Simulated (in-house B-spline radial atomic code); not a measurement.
Ionisation energies along the 51-electron series, configuration 1s2 2s2 2p6 3s2 3p6 3d10 4s2 4p6 4d10 5s2 5p1/2(2) 5p3/2(1), as differences of self-consistent energies. Dirac energy differences include first-order Breit, QED and recoil terms. NIST's values go from ground level to ground level; the uncertainty of those that are theory runs from under 0.1 % in few-electron ions to several per cent in heavy many-electron ones. Computed with a radial B-spline atomic code at the basis-set limit: Dirac-Hartree-Fock, jj configuration that fills j = l - 1/2 first, finite nuclei.

A number in brackets counts the electrons of a j subshell.

| ion | configuration after | ionisation energy (eV) | IE/(q+1)² (eV) | -ε less Coulomb ΔSCF (eV) | Breit and QED recoil part (eV) | tabulated value (eV) | tabulated kind | computed minus tabulated (eV) |
| --- | --- | --- | --- | --- | --- | --- | --- | --- |
| Sb | [Kr] 4d10 5s2 5p1/2(2) | 7.49 | 7.4919 | 0.44125 | 0.0021427 | 8.608389 | measured | -1.12 |
| Te+ | [Kr] 4d10 5s2 5p1/2(2) | 16.96 | 4.2405 | 0.38756 | -0.0014575 | 18.6 | measured | -1.64 |
| I2+ | [Kr] 4d10 5s2 5p1/2(2) | 28.20 | 3.1332 | 0.35806 | -0.0060951 | 29.57 | measured | -1.37 |
| Xe3+ | [Kr] 4d10 5s2 5p1/2(2) | 41.00 | 2.5624 | 0.33994 | -0.011686 | 42.2 | measured | -1.20 |
| Cs4+ | [Kr] 4d10 5s2 5p1/2(2) | 55.25 | 2.21 | 0.32813 | -0.018239 | 56 | tabulated theory | -0.75 |
| Ba5+ | [Kr] 4d10 5s2 5p1/2(2) | 70.88 | 1.9688 | 0.32018 | -0.02577 | 71 | tabulated theory | -0.12 |
| La6+ | [Kr] 4d10 5s2 5p1/2(2) | 87.83 | 1.7925 | 0.31473 | -0.034318 | 88 | tabulated theory | -0.17 |
| Ce7+ | [Kr] 4d10 5s2 5p1/2(2) | 106.08 | 1.6575 | 0.311 | -0.043914 | 106 | tabulated theory | 0.08 |

Question: How far is this level of theory from the measured and semi-empirical values?

Answer: Over those 4 rows the differences run from -1.64 to -1.12 eV (mean absolute value 1.3 eV). The calculation leaves out correlation and, in open shells, the multiplet splittings that an average leaves out.
